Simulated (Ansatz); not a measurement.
Ansatz results at the PBE0-D4/def2-TZVP geometry: HOMO energy (B3LYP/def2-TZVPP) -6.92 eV; HOMO–LUMO gap (ωB97M-V/def2-TZVPP) 9.11 eV; LUMO energy (PBE/def2-TZVPP) -2.75 eV.

Each molecule was computed in one conformer, which needn't be the lowest.

Which molecule gave them?
A. `CC[N](C)[Ge]([Cl])([Cl])[N](C)CC`
B. `[CH3][GeH]([CH3])[Cl]`
C. `[F][GeH2][SH]`
D. `[SeH][Ge]([SeH])([SeH])[SeH]`

D. The others give `[CH3][GeH]([CH3])[Cl]`: -8.02, 12.89, -0.38; `[F][GeH2][SH]`: -7.69, 11.96, -1.10; `CC[N](C)[Ge]([Cl])([Cl])[N](C)CC`: -6.50, 10.78, -1.27.

B3LYP here is the variant with VWN-RPA as its local correlation; programs differ in this.
